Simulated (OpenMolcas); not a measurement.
HBr (hydrogen bromide): a line through the functionals

HBr has 2 atoms, charge 0, and is taken as a singlet. As SMILES, `Br`. The coordinates come from a PBE0-D4/def2-TZVP relaxation.

The vertical energy of the triplet above the singlet y, in eV, basis cc-pVTZ; a is the functional's share of exact exchange. Programs: OpenMolcas 26.06.

| functional | program | a | y (eV) |
| --- | --- | --- | --- |
| BLYP | OpenMolcas | 0 | 6.25 |
| r2SCAN | OpenMolcas | 0 | 6.26 |
| B3LYP | OpenMolcas | 0.2 | ? |
| PBE0 | OpenMolcas | 0.25 | 6.27 |
| BHLYP | OpenMolcas | 0.5 | 6.29 |

Problem. Fit y = c + s·a to the known rows and predict B3LYP.

Solution. 
1. Means of the 4 rows: a = 0.1875, y = 6.268.
2. Σ(Δa)² = 0.17188, Σ(Δa·Δy) = 0.011875, so the slope is 0.011875/0.17188 = 0.069089.
3. Intercept: 6.268 − (0.069089) × 0.1875 = 6.255. The largest residual of the fit is 0.005.
4. B3LYP: 6.255 + (0.069089) × 0.2 = 6.27 eV.

The run gave 6.30 eV, so the prediction is off by -0.03 eV, more than the scatter of the fit. The rows mix families of semi-local functionals, which the line can't see. Spin-orbit coupling is left out.
